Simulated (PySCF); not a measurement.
Zr(2+): excitation energy

Zr(2+) [Kr] 4d2 (3F) → Zr(2+) [Kr] 4d1 5p1 (high-spin determinant), as a difference of total energies. All numbers are calculated (PySCF 2.14, a scalar-relativistic core potential, in aug-cc-pwCVDZ-PP with ECP28MDF). Correlated levels: valence: 4s2 4p6 frozen. The calculations carry no spin-orbit coupling.

```tsv
method	excitation energy (cm⁻¹)
UHF	54222
MP2 (valence)	54350
SCS-MP2 (valence)	54265
CCSD (valence)	54243
```

With two correlated electrons CCSD is exact in that space.

The determinant of the upper state mixes LS terms, which raises its energy above the lowest term, most at the Hartree-Fock and MP2 levels.
